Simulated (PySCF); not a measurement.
NMR data simulated for an unnamed compound:

¹H NMR (400 MHz, computed): δ 6.94 (m, 1H), 6.93 (m, 1H), 2.48 (s, 3H).

¹³C{¹H} NMR (computed): δ 187.5 (C), 157.1 (CH2), 119.9 (C), 110.4 (C), 97.2 (C), 87.8 (C), 36.4 (CH3).

- PBE0/pcSseg-1 with gauge-including orbitals
- GFN2-xTB geometry
- code: PySCF
- one conformer, averaged over atoms made equivalent by symmetry, fast rotation or ring inversion, gas phase, non-relativistic

Scale: TMS for ¹H (σ = 31.72 ppm) and ¹³C (σ = 186.93 ppm) (reference shieldings calculated alike).

Which of these does the molecule contain: a nitrile, an ester, a ketone, an aldehyde, a C≡C triple bond, an OH group?

## Answers


- A nitrile: yes (δC 119.9).
- An ester: no.
- A ketone: yes (δC 187.5).
- An aldehyde: no.
- A C≡C triple bond: yes (δC 87.8, 97.2).
- An OH group: no.

The data belong to `InChI=1S/C7H5NO/c1-6(5-8)3-4-7(2)9/h1H2,2H3`; they needn't prove each group on their own.

Carbon signals by region: 1 in the far downfield region (above 160 ppm), 3 in the sp2 and nitrile region (100–160 ppm), 2 at 50–100 ppm, 1 below 50 ppm. Above 160 ppm: 187.5, carbonyl carbon of an ynone.

Shifts are as computed. Against solution values, carbons near 30 ppm lie about +3 ppm off and those near 130 ppm about +5 ppm. Of 1211 compounds with measured shifts, 218 miss one by over three times the rms of a fit or turn the order of signals round; such compounds aren't used in these exercises. Multiplicities follow the n + 1 count of equivalent neighbours, as no J values were calculated; m marks all less simple cases, F and P coupling included.
